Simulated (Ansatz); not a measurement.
# A ladder of methods for InH2O (SMILES [OH][InH])

InH2O: 4 atoms, total charge 0, spin state doublet. As SMILES, `[OH][InH]`. The shape is that of a PBE0-D4/def2-TZVP optimisation.

```jsonl
{"atom": "O", "x (Å)": "-0.2984", "y (Å)": "-1.0206", "z (Å)": "0.2950"}
{"atom": "In", "x (Å)": "0.5639", "y (Å)": "0.7466", "z (Å)": "-0.0885"}
{"atom": "H", "x (Å)": "0.2368", "y (Å)": "-1.6294", "z (Å)": "0.8091"}
{"atom": "H", "x (Å)": "-0.4467", "y (Å)": "1.8430", "z (Å)": "-1.0360"}
```

Quantity: the energy change with the O1–In2 bond stretched from 2.003 to 3.005 Å, in eV. The values are calculated.

| level | kind | program | value (eV) | less FCI/STO-3G | CPU time (all runs) |
| --- | --- | --- | --- | --- | --- |
| UBLYP/STO-3G | GGA | Ansatz | 3.44 | +0.72 | 9.2 s |
| UPBE/STO-3G | GGA | Ansatz | 3.53 | +0.81 | 9.4 s |
| U-wB97X/STO-3G | range-separated hybrid | Ansatz | 3.38 | +0.66 | 29 s |
| UHSE06/STO-3G | range-separated hybrid | Ansatz | 3.32 | +0.60 | 7.7 s |
| RPA@PBE/STO-3G | RPA | Ansatz | 2.77 | +0.05 | 16 s |
| UMP2/STO-3G | perturbation theory | Ansatz | 2.78 | +0.06 | 3.3 s |
| UCCSD(T)/STO-3G | coupled cluster or CI | Ansatz | 2.71 | -0.01 | 3.8 s |
| UCCSD/STO-3G | coupled cluster or CI | Ansatz | 2.58 | -0.14 | 3.8 s |
| FCI/STO-3G | exact in the basis | Ansatz | 2.72 | 0.00 | 91 s |

FCI/STO-3G is exact within its basis and frozen core, so for wave-function methods in that basis the difference is their error; functionals converge differently with the basis, so for them it is only a difference. All-electron rows without a relativistic Hamiltonian named are non-relativistic. The first shape isn't each level's own minimum. The values span 2.58 to 3.53 eV. Spin contamination of the reference (⟨S²⟩ at least 0.1 too high) touches UMP2/STO-3G, UCCSD(T)/STO-3G, UCCSD/STO-3G. All rows use very small basis sets, so none should be taken for the real molecule's value. In the correlated wave-function rows the outer d shell of In is correlated, in sets not made for it. CPU times are rough (shared hosts, several kinds of processor and program).
